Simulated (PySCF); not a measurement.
NbF4, SMILES [F][Nb+]([F])([F])[F], charge +1, multiplicity 1. Geometry: B3LYP-D3(BJ)/def2-SVP. The spin state was assumed, not searched. The isomer is the one that the SMILES or the coordinates give; other isomers of the formula were not compared. The def2 effective core potentials stand for the cores of Nb; spin–orbit coupling is left out.

Give the equilibrium geometry at B3LYP-D3(BJ)/def2-SVP (PySCF confirms it by a frequency run) as bond lengths and angles, and its point group. (Estimate from the structure and the level; the computed values follow.)

point group Td.
Atoms: Nb1 F2 F3 F4 F5. Bonded distances (Å): Nb1–F2 1.797, Nb1–F3 1.797, Nb1–F4 1.797, Nb1–F5 1.797. Bond angles (°): F2–Nb1–F3 109.5, F2–Nb1–F4 109.5, F2–Nb1–F5 109.5, F3–Nb1–F4 109.5, F3–Nb1–F5 109.5, F4–Nb1–F5 109.5.
Charge +1, spin multiplicity 1.
